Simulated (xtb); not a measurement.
HCl2OTi (SMILES [OH][Ti]([Cl])[Cl]), doublet, geometry from GFN2-xTB (such geometries of metal compounds can be far from the true shape) (the multiplicity is a formal guess); GFN2-xTB (xtb).

The xtb input:
```
$ xtb mol.xyz --gfn 2 --uhf 1 --json

# file mol.xyz
5

Ti     0.31969214    -0.13895129     0.19185258
Cl    -1.54257096    -1.12716646     0.02465662
Cl     0.20257601     1.70958311    -0.82880992
O      1.66417554    -0.72331881     0.99869947
H      2.43328269    -1.05760426     1.46025349
```

**Question.** Predict the main parts of the log of this xtb run.

**Answer.** 
```
   ID    Z sym.   atoms
    1   22 Ti     1
    2   17 Cl     2, 3
    3    8 O      4
    4    1 H      5

           -------------------------------------------------
          |                Calculation Setup                |
           -------------------------------------------------

           -------------------------------------------------
          |                 G F N 2 - x T B                 |
           -------------------------------------------------

          ...................................................
          :                      SETUP                      :
          :.................................................:
          :  # basis functions                  35          :
          :  # atomic orbitals                  32          :
          :  # shells                           12          :
          :  # electrons                        25          :
          :  max. iterations                   250          :
          :  Hamiltonian                  GFN2-xTB          :
          :  restarted?                      false          :
          :  GBSA solvation                  false          :
          :  PC potential                    false          :
          :  electronic temp.          300.0000000     K    :
          :  accuracy                    1.0000000          :
          :  -> integral cutoff          0.2500000E+02      :
          :  -> integral neglect         0.1000000E-07      :
          :  -> SCF convergence          0.1000000E-05 Eh   :
          :  -> wf. convergence          0.1000000E-03 e    :
          :  Broyden damping             0.4000000          :
          :  net charge                          0          :
          :  unpaired electrons                  1          :
          ...................................................

 iter      E             dE          RMSdq      gap      omega  full diag
   1    -15.3613806 -0.153614E+02  0.856E+00    0.68       0.0  T
   2    -15.4497294 -0.883488E-01  0.408E+00    0.65       1.0  T
   3    -15.4536044 -0.387503E-02  0.232E+00    0.67       1.0  T
   4    -15.4537968 -0.192329E-03  0.605E-01    0.69       1.0  T
   5    -15.4541284 -0.331602E-03  0.187E-01    0.69       1.0  T
   6    -15.4541005  0.279049E-04  0.281E-01    0.69       1.0  T
   7    -15.4541582 -0.577460E-04  0.571E-02    0.69       1.0  T
   8    -15.4541617 -0.351968E-05  0.208E-02    0.69       2.2  T
   9    -15.4541619 -0.188120E-06  0.193E-02    0.69       2.3  T
  10    -15.4541621 -0.162965E-06  0.248E-03    0.69      18.0  T
  11    -15.4541621 -0.812051E-08  0.961E-04    0.69      46.5  T
  12    -15.4541621 -0.100201E-08  0.498E-04    0.69      89.8  T

   *** convergence criteria satisfied after 12 iterations ***

         :::::::::::::::::::::::::::::::::::::::::::::::::::::
         ::                     SUMMARY                     ::
         :::::::::::::::::::::::::::::::::::::::::::::::::::::
         :: total energy             -15.397037647499 Eh    ::
         :: gradient norm              0.000030445939 Eh/a0 ::
         :: HOMO-LUMO gap              0.685938064983 eV    ::
         ::.................................................::
         :: SCC energy               -15.454160157163 Eh    ::
         :: -> isotropic ES            0.054615625569 Eh    ::
         :: -> anisotropic ES          0.000413738940 Eh    ::
         :: -> anisotropic XC         -0.001092072130 Eh    ::
         :: -> dispersion             -0.003475040954 Eh    ::
         :: repulsion energy           0.057122509664 Eh    ::
         :: add. restraining           0.000000000000 Eh    ::
         :: total charge               0.000000000000 e     ::
         :::::::::::::::::::::::::::::::::::::::::::::::::::::

           -------------------------------------------------
          |                Property Printout                |
           -------------------------------------------------

[...]
         2        2.0000           -1.0779782             -29.3333
         3        2.0000           -0.7360680             -20.0294
         4        2.0000           -0.5983150             -16.2810
         5        2.0000           -0.4967163             -13.5163
         6        2.0000           -0.4929155             -13.4129
         7        2.0000           -0.4867649             -13.2455
         8        2.0000           -0.4552939             -12.3892
         9        2.0000           -0.4493291             -12.2269
        10        2.0000           -0.4426839             -12.0460
        11        2.0000           -0.4389088             -11.9433
        12        2.0000           -0.4356732             -11.8553
        13        1.0000           -0.3308181              -9.0020 (HOMO)
        14        0.0000           -0.3056104              -8.3161 (LUMO)
        15                         -0.2853021              -7.7635
        16                         -0.2568624              -6.9896
        17                         -0.2377305              -6.4690
        18                         -0.0180264              -0.4905
        19                         -0.0050349              -0.1370
        20                          0.0280380               0.7630
        21                          0.0284932               0.7753
        22                          0.0285263               0.7762
        23                          0.0287578               0.7825
        24                          0.0287767               0.7831
       ...                                ...                  ...
        32                          0.8275666              22.5192
      -------------------------------------------------------------
                  HL-Gap            0.0252078 Eh            0.6859 eV
             Fermi-level           -0.3507300 Eh           -9.5438 eV

     #   Z          covCN         q      C6AA      α(0)
     1  22 Ti       2.249     0.760   207.750    35.290
     2  17 Cl       0.761    -0.271   107.570    15.865
     3  17 Cl       0.761    -0.271   107.570    15.865
     4   8 O        1.533    -0.550    24.087     6.620
     5   1 H        0.807     0.331     0.634     1.250

 Mol. C6AA /au·bohr⁶  :       1609.388873
 Mol. C8AA /au·bohr⁸  :      95979.669840
 Mol. α(0) /au        :         74.890911

Wiberg/Mayer (AO) data.
largest (>0.10) Wiberg bond orders for each atom

 ---------------------------------------------------------------------------
     #   Z sym  total        # sym  WBO       # sym  WBO       # sym  WBO
 ---------------------------------------------------------------------------
     1  22 Ti   3.560 --     4 O    1.225     3 Cl   1.148     2 Cl   1.148
     2  17 Cl   1.276 --     1 Ti   1.148
     3  17 Cl   1.276 --     1 Ti   1.148
     4   8 O    2.182 --     1 Ti   1.225     5 H    0.846
     5   1 H    0.890 --     4 O    0.846
 ---------------------------------------------------------------------------

Topologies differ in total number of bonds
Writing topology from bond orders to xtbtopo.mol

molecular dipole:
                 x           y           z       tot (Debye)
 q only:        0.938      -0.408       0.563
   full:        1.162      -0.505       0.697       3.676
molecular quadrupole (traceless):
                xx          xy          yy          xz          yz          zz
 q only:        1.357      -4.224      -3.456       1.959       1.372       2.098
  q+dip:        2.242      -5.739      -4.663       3.122       1.400       2.421
   full:        2.037      -5.888      -4.805       2.898       1.743       2.768

           -------------------------------------------------
          | TOTAL ENERGY              -15.397037647499 Eh   |
          | GRADIENT NORM               0.000030445939 Eh/α |
          | HOMO-LUMO GAP               0.685938064983 eV   |
           -------------------------------------------------

normal termination of xtb
```
